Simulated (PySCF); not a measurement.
ZrBr3, SMILES [Br][Zr]([Br])[Br] (connectivity only; charge and spin as stated), neutral, multiplicity 2. Atoms are numbered in the order given.

```xyz
4

Zr     0.0000     0.0000     0.0000
Br     2.4952     0.0000     0.0000
Br    -1.2476    -2.1609     0.0000
Br    -1.2476     2.1609     0.0000
```
Charge 0, spin multiplicity 2.

Geometry optimised at B3LYP-D3(BJ)/def2-SVP. The spin state was assumed, not searched. The def2 effective core potentials stand for the cores of Zr; spin–orbit coupling is left out.

Level of theory: PySCF with M06-2X/def2-TZVP.

The molecule is in vacuum.

Q: Estimate the frontier levels, dipole moment and polarisability. (The exact figures need the calculation; the answer reports its results.)

A: 
```yaml
"α spin, highest occupied and lowest empty level": -7.60 and -2.08 eV
"β spin, highest occupied and lowest empty level": -10.03 and -3.49 eV
dipole_moment: 0.00 D
quadrupole, principal values (traceless, Buckingham form, about the centre of nuclear charge): -2.58, -2.58, 5.16 D·Å
mean_static_polarisability: 103.8 bohr³ (15.39 Å³)
polarisability_principal_values: 80.6, 115.4, 115.4 bohr³
"⟨S²⟩": 0.752 (pure state 0.75)
```
